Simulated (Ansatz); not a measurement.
Calculated with Ansatz (gas phase, PBE0-D4/def2-TZVP geometries, no zero-point term in ΔE). CCSD(T)/CBS adds triple-zeta CCSD(T) − MP2 to the extrapolated MP2 energy (def2 sets, frozen cores). This one scheme is used for every species. Functionals use def2-TZVPP. def2 core potentials past Kr. For Sn outer-core shells are correlated without core-valence functions, which leaves a few kJ/mol of doubt a bond.

`C#[C][Sn]([F])([F])[C]#C` + H–F → `C#[C][Sn]([F])([F])[F]` + acetylene  (ligand exchange at the Sn–C bond)

CCSD(T)/CBS gives -26.0 kJ/mol.

Question: Another level gave -22.1 kJ/mol. Which?
A. CCSD/def2-TZVPP
B. PBE0/def2-TZVPP
C. MP2/def2-TZVPP
D. r2SCAN/def2-TZVPP

Answer: A. CCSD/def2-TZVPP -22.1, r2SCAN -40.7, PBE0 -31.4, MP2/def2-TZVPP -15.4 kJ/mol.

Largest T1 diagnostic among the species: 0.015.

Leaving LDA and LC-ωPBE aside and taking each functional with its dispersion term where it has one, the values, not all of them listed here, spread over 21.4 kJ/mol, from B97M-V to PBE-QIDH. LDA lies +7.8 kJ/mol from PBE without D4. From PBE to PBE0 (25 % exact exchange), in def2-TZVPP and without D4, ΔE moves by +6.6 kJ/mol. In def2-TZVPP, CCSD(T) changes the Hartree–Fock value by +19.2 kJ/mol (the triples alone add +1.8 kJ/mol) and MP2 by +24.2 kJ/mol.

CCSD(T)/CBS has its own doubt, a few kJ/mol and more with outer-core shells, so smaller differences from it don't rank the levels.
